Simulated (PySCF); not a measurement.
This PySCF input asks for the NMR shieldings of `CB(C)N([SiH3])[SiH3]`, C₂H₁₂BNSi₂; the geometry comes from GFN2-xTB.

```python
import basis_set_exchange as bse
import numpy as np
from pyscf import gto, dft
from pyscf.prop import nmr

atoms = """
C    -1.503095   -1.382730   -0.421017
B    -0.756969   -0.025521   -0.070960
C    -1.639825    1.276931    0.141382
N     0.658461    0.021945    0.053467
Si    1.498319    1.561429    0.165217
Si    1.604755   -1.457790    0.106644
H    -2.453432   -1.211588   -0.923769
H    -0.912736   -2.051118   -1.044106
H    -1.730491   -1.926341    0.496232
H    -2.663722    1.038237    0.423436
H    -1.235825    1.951451    0.893441
H    -1.696179    1.842638   -0.788429
H     2.899210    1.332336   -0.190715
H     0.911608    2.498958   -0.793029
H     1.400451    2.068881    1.538033
H     2.902265   -1.131562    0.697734
H     1.784605   -1.968470   -1.256650
H     0.923841   -2.431366    0.961430
"""
names = dict.fromkeys(["C", "B", "N", "Si", "H"], "pcSseg-1")
basis = {el: gto.basis.parse(bse.get_basis(n, elements=[el], fmt="nwchem")) for el, n in names.items()}
mol = gto.M(atom=atoms, basis=basis, charge=0, verbose=0)
mf = dft.RKS(mol, xc="PBE0")
mf.grids.level = 2
mf.grids.alignment = dft.numint.BLKSIZE   # the property module wants whole blocks of grid points
mf.conv_tol = 1e-9
mf.kernel()

calc = nmr.RKS(mf)   # GIAO
C = mf.mo_coeff
Co = C[:, mf.mo_occ > 0]
resp = mf.gen_response(singlet=True, hermi=2)
def vind(x):   # induced exchange potential for any number of trial vectors
    d = np.einsum("pi,xij,qj->xpq", C, 2 * x.reshape(-1, C.shape[1], Co.shape[1]), Co, optimize=True)
    return np.einsum("xpq,pi,qj->xij", resp(d - d.transpose(0, 2, 1)), C, Co, optimize=True).ravel()
mo1, _ = nmr.rhf.solve_mo1(calc, with_cphf=vind)
sigma = calc.kernel(mo1)
for i, s in enumerate(sigma):   # ppm
    print("%2d %-2s %9.2f" % (i, mol.atom_pure_symbol(i), np.trace(s) / 3))
```

Task: What are the results?

Result: 
```
 0 C     176.31
 1 B      43.97
 2 C     176.71
 3 N     186.61
 4 Si    400.72
 5 Si    400.60
 6 H      30.90
 7 H      31.25
 8 H      31.05
 9 H      30.91
10 H      31.26
11 H      31.06
12 H      27.03
13 H      27.00
14 H      26.83
15 H      27.03
16 H      26.81
17 H      26.99
```

These numbers come from an equivalent density-fitted implementation of the same equations, which agrees with the script to about 0.01 ppm for H and up to a few tenths of a ppm for heavy atoms, so last digits may differ.

Size and cost of the density-fitted run: 176 basis functions, 22 s wall time on 1 thread of an Arm Neoverse V1, shared host; peak memory 0.81 GiB.
